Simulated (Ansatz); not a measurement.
Reactions of CH$_{5}$FS$_{2}$Si (`FC([SiH3])SS`).

Program: Ansatz. Geometries: PBE0-D4/def2-TZVP. ΔE: electronic, gas phase. CCSD(T)/CBS is the MP2 limit (def2-TZVPP, def2-QZVPP) plus CCSD(T) − MP2 in def2-TZVPP, frozen cores. This one scheme is used for every species. DFT in def2-TZVPP. def2 core potentials past Kr. For Te outer-core shells are correlated without core-valence functions, which leaves a few kJ/mol of doubt a bond. Each species was taken in one conformer, which may not be the lowest.

```json
{"reaction": "`FC([SiH3])SS` + `OBS` → `[SiH3]OBS` + `FCSS`", "r2SCAN-D4 (kcal/mol)": "-23.1", "ωB97X-V (kcal/mol)": "-23.7", "HF/CBS(def2) (kcal/mol)": "-32.0", "ωB97M-V (kcal/mol)": "-23.2", "CCSD(T)/CBS(def2) (kcal/mol)": "-24.1"}
{"reaction": "`FC([SiH3])SS` + `O=C[TeH]` → `O=C[Te][SiH3]` + `FCSS`", "r2SCAN-D4 (kcal/mol)": "-18.4", "ωB97X-V (kcal/mol)": "-17.5", "HF/CBS(def2) (kcal/mol)": "-20.0", "ωB97M-V (kcal/mol)": "-17.1", "CCSD(T)/CBS(def2) (kcal/mol)": "-18.7"}
{"reaction": "`FC([SiH3])SS` + H₂ → `FCSS` + SiH₄", "r2SCAN-D4 (kcal/mol)": "-8.4", "ωB97X-V (kcal/mol)": "-9.9", "HF/CBS(def2) (kcal/mol)": "-18.2", "ωB97M-V (kcal/mol)": "-9.0", "CCSD(T)/CBS(def2) (kcal/mol)": "-8.9"}
{"reaction": "`FC([SiH3])SS` → `FCSS` + `[SiH2]`", "r2SCAN-D4 (kcal/mol)": "57.1", "ωB97X-V (kcal/mol)": "54.5", "HF/CBS(def2) (kcal/mol)": "44.3", "ωB97M-V (kcal/mol)": "51.5", "CCSD(T)/CBS(def2) (kcal/mol)": "52.3"}
{"reaction": "`FC([SiH3])SS` + `N=C(F)F` → `FC(F)=N[SiH3]` + `FCSS`", "r2SCAN-D4 (kcal/mol)": "-16.0", "ωB97X-V (kcal/mol)": "-16.2", "HF/CBS(def2) (kcal/mol)": "-22.2", "ωB97M-V (kcal/mol)": "-15.7", "CCSD(T)/CBS(def2) (kcal/mol)": "-15.8"}
{"reaction": "`FC([SiH3])SS` → `CS[SiH](F)S`", "r2SCAN-D4 (kcal/mol)": "-91.9", "ωB97X-V (kcal/mol)": "-90.6", "HF/CBS(def2) (kcal/mol)": "-96.6", "ωB97M-V (kcal/mol)": "-91.3", "CCSD(T)/CBS(def2) (kcal/mol)": "-93.8"}
{"reaction": "`FC([SiH3])SS` + `N=CO` → `O/C=N/[SiH3]` + `FCSS`", "r2SCAN-D4 (kcal/mol)": "-15.5", "ωB97X-V (kcal/mol)": "-15.5", "HF/CBS(def2) (kcal/mol)": "-21.5", "ωB97M-V (kcal/mol)": "-15.2", "CCSD(T)/CBS(def2) (kcal/mol)": "-15.2"}
{"reaction": "`FC([SiH3])SS` + H–F → `FC(F)[SiH3]` + `SS`", "r2SCAN-D4 (kcal/mol)": "8.0", "ωB97X-V (kcal/mol)": "6.5", "HF/CBS(def2) (kcal/mol)": "-0.4", "ωB97M-V (kcal/mol)": "7.7", "CCSD(T)/CBS(def2) (kcal/mol)": "10.7"}
{"reaction": "`FC([SiH3])SS` + `[OH][AlH][SiH3]` → `[SiH3][O][AlH][SiH3]` + `FCSS`", "r2SCAN-D4 (kcal/mol)": "-29.2", "ωB97X-V (kcal/mol)": "-29.7", "HF/CBS(def2) (kcal/mol)": "-39.4", "ωB97M-V (kcal/mol)": "-29.2", "CCSD(T)/CBS(def2) (kcal/mol)": "-29.7"}
{"reaction": "`FC([SiH3])SS` + `BS` → `BSC(F)[SiH3]` + `SS`", "r2SCAN-D4 (kcal/mol)": "5.1", "ωB97X-V (kcal/mol)": "4.4", "HF/CBS(def2) (kcal/mol)": "2.2", "ωB97M-V (kcal/mol)": "4.7", "CCSD(T)/CBS(def2) (kcal/mol)": "4.3"}
```

Largest T1 diagnostic: 0.016, for `O=C[TeH]`.
